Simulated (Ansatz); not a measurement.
Mulliken charges of `N[AsH][TeH]` from PBE/def2-TZVPP in Ansatz (PBE0-D4/def2-TZVP geometry).

```csv
atom,x (Å),y (Å),z (Å),charge (e)
N1,-1.231,-0.171,-0.392,-0.376
As2,0.389,0.701,-0.540,0.160
Te3,1.820,-0.640,1.134,-0.067
H4,-1.845,0.052,-1.163,0.146
H5,-1.717,-0.071,0.487,0.156
H6,0.221,1.785,0.533,-0.013
H7,2.362,-1.656,-0.059,-0.006
```

Problem. By hand: the dipole of these point charges (1 e Å = 4.8032 D).

Solution. Σ q r = (-0.151, 0.203, -0.115) e Å, of length 0.278 e Å = 1.34 D.

Problem. How does the dipole of the full density compare? (Best estimate.)

Solution. Computed: (-0.328, 0.180, -0.052) e Å, 1.81 D; the point charges give 0.74 times that, at 29° from its direction.

Point charges leave out the atoms' own dipoles, such as those of lone pairs, and Mulliken's split depends on the basis, so the two needn't agree.
